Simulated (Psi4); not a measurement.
I4Zr, triplet, at a GFN2-xTB geometry (such geometries of metal compounds can be far from the true shape) (the multiplicity is a formal guess) (all electrons, no relativity); PBE/3-21G in Psi4.

Here is a job for Psi4.
```
memory 2 GB

molecule mol {
0 3
Zr   -0.000000   -0.000000   -0.000000
I     2.228370   -0.662210   -1.642873
I     0.882266    0.411365    2.674990
I    -1.222008    2.379867   -0.972683
I    -1.888628   -2.129022   -0.059434
}

set {
  basis 3-21g
  reference uks
  scf_type pk
  e_convergence 1e-10
}

energy('pbe')
print_variables()
```

Output, abridged:

```
   => Loading Basis Set <=

    Name: 3-21G
    Role: ORBITAL
    Keyword: BASIS

         ---------------------------------------------------------
                                   SCF
               by Justin Turney, Rob Parrish, Andy Simmonett
                          and Daniel G. A. Smith
                              UKS Reference
         ---------------------------------------------------------

  ==> Geometry <==

    Molecular point group: c1
    Full point group: C1

    Geometry (in Angstrom), charge = 0, multiplicity = 3:

       Center              X                  Y                   Z               Mass
    ------------   -----------------  -----------------  -----------------  -----------------
         ZR           0.000000000000     0.000000000000    -0.000000000000    89.904697700000
         I            2.228370000000    -0.662210000000    -1.642873000000   126.904471900000
         I            0.882266000000     0.411365000000     2.674990000000   126.904471900000
         I           -1.222008000000     2.379867000000    -0.972683000000   126.904471900000
         I           -1.888628000000    -2.129022000000    -0.059434000000   126.904471900000

  Running in c1 symmetry.

  Rotational constants: A =      0.00615  B =      0.00615  C =      0.00615 [cm^-1]
  Rotational constants: A =    184.29600  B =    184.29595  C =    184.29592 [MHz]
  Nuclear repulsion = 3495.042700375929144

  Charge       = 0
  Multiplicity = 3
  Electrons    = 252
  Nalpha       = 127
  Nbeta        = 125

  ==> Algorithm <==

  SCF Algorithm Type is PK.
  DIIS enabled.
  MOM disabled.
  Fractional occupation disabled.
  Guess Type is SAD.
  Energy threshold   = 1.00e-10
  Density threshold  = 1.00e-06
  Integral threshold = 1.00e-12

  ==> Primary Basis <==

  Basis Set: 3-21G
    Blend: 3-21G
    Number of shells: 66
    Number of basis functions: 171
    Number of Cartesian functions: 171
    Spherical Harmonics?: false
    Max angular momentum: 2

  ==> DFT Potential <==

   => LibXC <=

    Version 7.1.2
    S. Lehtola, C. Steigemann, M. J. T. Oliveira, and M. A. L. Marques,  SoftwareX 7, 1–5 (2018) (10.1016/j.softx.2017.11.002)

   => Composite Functional: PBE <=

    PBE GGA Exchange-Correlation Functional

    J.P. Perdew et. al., Phys. Rev. Lett., 77(18), 3865-3868, 1996

    Deriv               =              1
    GGA                 =           TRUE
    Meta                =          FALSE

    Exchange Hybrid     =          FALSE
    MP2 Hybrid          =          FALSE

   => Exchange Functionals <=

    1.0000     XC_GGA_X_PBE

   => Correlation Functionals <=

    1.0000     XC_GGA_C_PBE

   => LibXC Density Thresholds  <==

    XC_GGA_C_PBE:  1.00E-12
    XC_GGA_X_PBE:  1.00E-15

   => Molecular Quadrature <=

    Radial Scheme          =       TREUTLER
    Pruning Scheme         =           NONE
    Nuclear Scheme         =       TREUTLER

    Blocking Scheme        =         OCTREE
    BS radius alpha        =              1
    Pruning alpha          =              1
    Radial Points          =             75
    Spherical Points       =            302
    Total Points           =         109101
    Total Blocks           =            973
    Max Points             =            256
    Max Functions          =            107
    Weights Tolerance      =       1.00E-15

  ==> Integral Setup <==

  Using integral reordering PK algorithm.
  Sizing the integral batches needed.
  Building batch lookup table.
   Calculation information:
      Number of atoms:                   5
      Number of AO shells:              66
      Number of primitives:            165
      Number of atomic orbitals:       171
      Number of basis functions:       171

      Integral cutoff                 1.00e-12
      Number of threads:                 1

	Batch   1 pq = [       0,   14706] index = [             0,108140571] size =    108140571
  Task number: 3
  Buffer size: 37968750
  Buffer per thread: 2
  We computed 1029941 shell quartets total.
  Whereas there are 2445366 unique shell quartets.

  ==> DiskJK: Disk-Based J/K Matrices <==

    J tasked:                  Yes
    K tasked:                   No
    wK tasked:                  No
    Schwarz Cutoff:          1E-12

  Minimum eigenvalue in the overlap matrix is 1.2975527657E-03.
  Reciprocal condition number of the overlap matrix is 2.4141546333E-04.
    Using symmetric orthogonalization.

  ==> Pre-Iterations <==

  SCF Guess: Superposition of Atomic Densities via on-the-fly atomic UHF (no occupation information).

   -------------------------
    Irrep   Nso     Nmo
   -------------------------
     A        171     171
   -------------------------
    Total     171     171
   -------------------------

  ==> Iterations <==

                        Total Energy        Delta E     RMS |[F,P]|

   @UKS iter SAD: -31074.45944144825626   -3.10745e+04   0.00000e+00
   @UKS iter   1: -31083.28455103660963   -8.82511e+00   6.98015e-03 DIIS/ADIIS
   @UKS iter   2: -31082.09580697582714    1.18874e+00   6.83386e-03 DIIS/ADIIS
   @UKS iter   3: -31077.89601662829955    4.19979e+00   1.83133e-02 DIIS/ADIIS
   @UKS iter   4: -31080.14110699933008   -2.24509e+00   1.50324e-02 DIIS/ADIIS
   @UKS iter   5: -31078.97252324902365    1.16858e+00   1.70250e-02 DIIS/ADIIS
   @UKS iter   6: -31079.56683394988431   -5.94311e-01   1.60586e-02 DIIS/ADIIS
   @UKS iter   7: -31082.18582938010513   -2.61900e+00   1.02083e-02 DIIS/ADIIS
   @UKS iter   8: -31082.06394844763417    1.21881e-01   1.06435e-02 DIIS/ADIIS
   @UKS iter   9: -31082.42321170081414   -3.59263e-01   9.20923e-03 DIIS/ADIIS
   @UKS iter  10: -31083.27867632367997   -8.55465e-01   5.56334e-03 DIIS/ADIIS
   @UKS iter  11: -31083.66414944993448   -3.85473e-01   2.81288e-03 DIIS/ADIIS
   @UKS iter  12: -31083.78948433412370   -1.25335e-01   1.61120e-03 DIIS/ADIIS
   @UKS iter  13: -31083.74355779007237    4.59265e-02   1.80508e-03 DIIS/ADIIS
   @UKS iter  14: -31083.85670089414998   -1.13143e-01   8.74814e-04 DIIS/ADIIS
   @UKS iter  15: -31083.86482588978834   -8.12500e-03   7.81816e-04 DIIS/ADIIS
   @UKS iter  16: -31083.87646011179822   -1.16342e-02   5.71395e-04 DIIS/ADIIS
   @UKS iter  17: -31083.87175886414479    4.70125e-03   6.34290e-04 DIIS/ADIIS
   @UKS iter  18: -31083.88170898979661   -9.95013e-03   4.92866e-04 DIIS/ADIIS
   @UKS iter  19: -31083.89017302714274   -8.46404e-03   2.71818e-04 DIIS/ADIIS
   @UKS iter  20: -31083.88205826816920    8.11476e-03   4.53600e-04 DIIS/ADIIS
   @UKS iter  21: -31083.89023337653998   -8.17511e-03   2.62790e-04 DIIS/ADIIS
   @UKS iter  22: -31083.89085341620375   -6.20040e-04   2.38066e-04 DIIS/ADIIS
   @UKS iter  23: -31083.89376592036569   -2.91250e-03   7.25314e-05 DIIS
   @UKS iter  24: -31083.88200933331245    1.17566e-02   4.13608e-04 DIIS/ADIIS
   @UKS iter  25: -31083.89369939737662   -1.16901e-02   7.76794e-05 DIIS
   @UKS iter  26: -31083.89023834848922    3.46105e-03   2.56477e-04 DIIS/ADIIS
   @UKS iter  27: -31083.88770694344566    2.53141e-03   3.26260e-04 DIIS/ADIIS
   @UKS iter  28: -31083.88817809244574   -4.71149e-04   3.12962e-04 DIIS/ADIIS
   @UKS iter  29: -31083.89224900433692   -4.07091e-03   1.77299e-04 DIIS/ADIIS
   @UKS iter  30: -31083.89226848579347   -1.94815e-05   1.75027e-04 DIIS/ADIIS
   @UKS iter  31: -31083.89399186844821   -1.72338e-03   2.28709e-05 DIIS
   @UKS iter  32: -31083.89285300525080    1.13886e-03   1.43054e-04 DIIS/ADIIS
   @UKS iter  33: -31083.89271854648177    1.34459e-04   1.51009e-04 DIIS/ADIIS
   @UKS iter  34: -31083.89376202716448   -1.04348e-03   6.75448e-05 DIIS
   @UKS iter  35: -31083.89378973659768   -2.77094e-05   6.38404e-05 DIIS
   @UKS iter  36: -31083.89396905547619   -1.79319e-04   3.01672e-05 DIIS
   @UKS iter  37: -31083.89392785398377    4.12015e-05   4.04435e-05 DIIS
   @UKS iter  38: -31083.89395809168491   -3.02377e-05   3.31281e-05 DIIS
   @UKS iter  39: -31083.89400700555416   -4.89139e-05   1.52056e-05 DIIS
   @UKS iter  40: -31083.89401262001047   -5.61446e-06   1.14399e-05 DIIS
   @UKS iter  41: -31083.89401753562925   -4.91562e-06   6.62365e-06 DIIS
   @UKS iter  42: -31083.89401962267948   -2.08705e-06   2.60181e-06 DIIS
   @UKS iter  43: -31083.89401991720661   -2.94527e-07   1.25641e-06 DIIS
   @UKS iter  44: -31083.89401999183247   -7.46259e-08   5.11898e-07 DIIS
   @UKS iter  45: -31083.89402000220798   -1.03755e-08   2.85253e-07 DIIS
   @UKS iter  46: -31083.89402000640985   -4.20187e-09   7.77971e-08 DIIS
   @UKS iter  47: -31083.89402000659538   -1.85537e-10   5.81994e-08 DIIS
   @UKS iter  48: -31083.89402000673726   -1.41881e-10   3.26038e-08 DIIS
   @UKS iter  49: -31083.89402000681730   -8.00355e-11   1.49233e-09 DIIS
  Energy and wave function converged.

  ==> Post-Iterations <==

   Electrons on quadrature grid:
      Nalpha   =  127.0000039101 ; deviation = 3.910e-06
      Nbeta    =  125.0000044067 ; deviation = 4.407e-06
      Ntotal   =  252.0000083168 ; deviation = 8.317e-06

   @Spin Contamination Metric:   3.456206655E-03
   @S^2 Expected:                2.000000000E+00
   @S^2 Observed:                2.003456207E+00
   @S   Expected:                1.000000000E+00
   @S   Observed:                1.000000000E+00

    Orbital Energies [Eh]
    ---------------------

    Alpha Occupied:

[...]
     127A     -0.148702

    Alpha Virtual:

[...]
    Beta Occupied:

[...]
    Beta Virtual:

[...]
     171A    225.224605

    Final Occupation by Irrep:
              A
    DOCC [   125 ]
    SOCC [     2 ]
    NA   [   127 ]
    NB   [   125 ]

  @UKS Final Energy: -31083.89402000681730

   => Energetics <=

    Nuclear Repulsion Energy =           3495.0427003759291438
    One-Electron Energy =              -49767.1638139435963240
    Two-Electron Energy =               16002.6136549395414477
    DFT Exchange-Correlation Energy =    -814.3865613786956601
    Empirical Dispersion Energy =           0.0000000000000000
    VV10 Nonlocal Energy =                  0.0000000000000000
    Total Energy =                     -31083.8940200068172999

  UHF NO Occupations:
  HONO-2 :  125  A 1.9990845
  HONO-1 :  126  A 1.0000000
  HONO-0 :  127  A 1.0000000
  LUNO+0 :  128  A 0.0009155
  LUNO+1 :  129  A 0.0002747
  LUNO+2 :  130  A 0.0002741
  LUNO+3 :  131  A 0.0001371

Computation Completed

Properties will be evaluated at   0.000000,   0.000000,   0.000000 [a0]

Properties computed using the SCF density matrix

 Multipole Moments:

 ------------------------------------------------------------------------------------
     Multipole            Electronic (a.u.)      Nuclear  (a.u.)        Total (a.u.)
 ------------------------------------------------------------------------------------

 L = 1.  Multiply by 2.5417464519 to convert [e a0] to [Debye]
 Dipole X            :          0.0000391           -0.0000000            0.0000391
 Dipole Y            :          0.0000294            0.0000000            0.0000294
 Dipole Z            :          0.0000186            0.0000000            0.0000186
 Magnitude           :                                                    0.0000523

 ------------------------------------------------------------------------------------

  Variable Map:
  ----------------------------------------------------------------------------
[...]
  Array Variable Map:
  ----------------------------------------------------------------------------
[...]
[...]
```
